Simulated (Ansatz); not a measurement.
`F[Si]O[SiH3]` + `[OH][GeH3]` → `[SiH3][O][GeH3]` + `O[Si]F` at 298.15 K and 1 bar (ligand exchange at the Si–O bond).

Gas-phase electronic energies from Ansatz, PBE0-D4/def2-TZVP geometries. CCSD(T)/CBS adds triple-zeta CCSD(T) − MP2 to the extrapolated MP2 energy (def2 sets, frozen cores). This one scheme is used for every species. For Ge outer-core shells are correlated without core-valence functions, which leaves a few kJ/mol of doubt a bond. Scalar relativity is left out up to krypton. One conformer a species, not always the lowest.

```tsv
species	CCSD(T)/CBS energy (Eh)	H − E (kJ/mol)	S (J/(mol·K))
`F[Si]O[SiH3]`	-755.04483	103.3	342.3
`[OH][GeH3]`	-2153.69723	109.3	272.0
`[SiH3][O][GeH3]`	-2444.01593	157.4	344.6
`O[Si]F`	-464.72778	54.9	266.8
```

H − E and S are ideal-gas, rigid-rotor, harmonic terms from PBE0-D4/def2-TZVP, for one conformer and one mirror image of each species. 1 Eh = 2625.50 kJ/mol, R = 8.31446 J/(mol·K).

Question: By hand: ΔE, ΔH, ΔS and ΔG.

Answer: ΔE = (-2444.01593) + (-464.72778) − (-755.04483) − (-2153.69723) = -0.00165 Eh = -4.3 kJ/mol. Δ(H − E) = 157.4 + 54.9 − 103.3 − 109.3 = -0.3, so ΔH = -4.6 kJ/mol. ΔS = 344.6 + 266.8 − 342.3 − 272.0 = -2.9 J/(mol·K). ΔG = -4.6 − 298.15 × (-2.9)/1000 = -3.7 kJ/mol.

Question: By hand: the equilibrium constant, and the temperature at which ΔG would vanish if ΔH and ΔS stayed fixed.

Answer: log₁₀ K = −ΔG/(RT ln 10) = 0.6. ΔG = 0 at ΔH/ΔS = 1586 K, though so small a ΔH makes that figure unsure.

The number of gas molecules stays the same, so ΔS is small and ΔH decides. The sign of ΔG lies within the doubt. A doubt of 5 kJ/mol in ΔE shifts log₁₀ K by 0.9 here. Other conformers and mirror images would add mixing entropy, several J/(mol·K) or more a flexible species. Modes under 60 cm⁻¹, often nearly free rotors, make the harmonic entropy too high. These are equilibria of isolated gas molecules and say nothing of rates. Largest T1 diagnostic: 0.015 (customary marks: 0.02 for closed shells, 0.045 for open ones).
